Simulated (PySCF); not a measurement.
# Magnetisability: `InChI=1S/CH8F2OSi3/c2-1-5-4-7-6-3/h1,5-7H2`

Geometry:
| atom | x (Å) | y (Å) | z (Å) |
| --- | --- | --- | --- |
| F1 | -0.992 | 1.787 | -0.160 |
| C2 | -1.972 | 0.904 | 0.268 |
| Si3 | -1.700 | -0.817 | -0.537 |
| O4 | -0.223 | -1.322 | -0.159 |
| Si5 | 1.388 | -1.285 | 0.153 |
| Si6 | 2.060 | 0.902 | 0.382 |
| F7 | 3.656 | 0.809 | 0.663 |
| H8 | -2.928 | 1.354 | -0.005 |
| H9 | -1.901 | 0.883 | 1.358 |
| H10 | -2.641 | -1.758 | 0.061 |
| H11 | -1.783 | -0.688 | -1.988 |
| H12 | 1.490 | -2.131 | 1.352 |
| H13 | 1.964 | -2.033 | -0.973 |
| H14 | 1.993 | 1.772 | -0.789 |
| H15 | 1.586 | 1.631 | 1.559 |

Computed, not measured: GIAO OLYP/6-31++G** magnetisability, rotational g tensor and spin-rotation constants, non-relativistic, gas phase in PySCF. Geometry: GFN2-xTB.

(1) How diamagnetic is it, and how anisotropic?

(2) Split it along the inertial axes a, b, c into diamagnetic and paramagnetic parts about the centre of mass, with the quadrupole moment.

(3) And the rotational g tensor?

Results:

(1) Isotropic -1160 × 10⁻³⁰ J/T², or -69.9 × 10⁻⁶ cm³/mol; principal values -1417, -1079, -984 × 10⁻³⁰ J/T², anisotropy 394 × 10⁻³⁰ J/T² (root of half the summed squared differences of the principal values). The susceptibility is in cgs units.

(2) 
| axis | χ (10⁻⁶ cm³/mol) | diamagnetic (10⁻⁶ cm³/mol) | paramagnetic (10⁻⁶ cm³/mol) | summed x² of all electrons (Å²) | quadrupole Θ (D Å) |
| --- | --- | --- | --- | --- | --- |
| a | -85.1 | -666.8 | 581.7 | 326.5 | -1.80 |
| b | -63.1 | -1498.5 | 1435.4 | 130.5 | -1.58 |
| c | -61.4 | -1939.0 | 1877.6 | 26.7 | +3.38 |

Anisotropies 2χaa − χbb − χcc = -45.7 and 2χbb − χaa − χcc = +20.3 × 10⁻⁶ cm³/mol. Θ is traceless in Buckingham's convention.

(3) 
| axis | rotational constant (GHz) | g | nuclear part | electronic part |
| --- | --- | --- | --- | --- |
| a | 2.1868 | -0.0316 | 0.5660 | -0.5976 |
| b | 0.8213 | -0.0204 | 0.5334 | -0.5539 |
| c | 0.6201 | -0.0168 | 0.5302 | -0.5470 |

Asymmetric top; isotopes 12C, 19F, 1H, 16O, 28Si; no vibrational averaging.
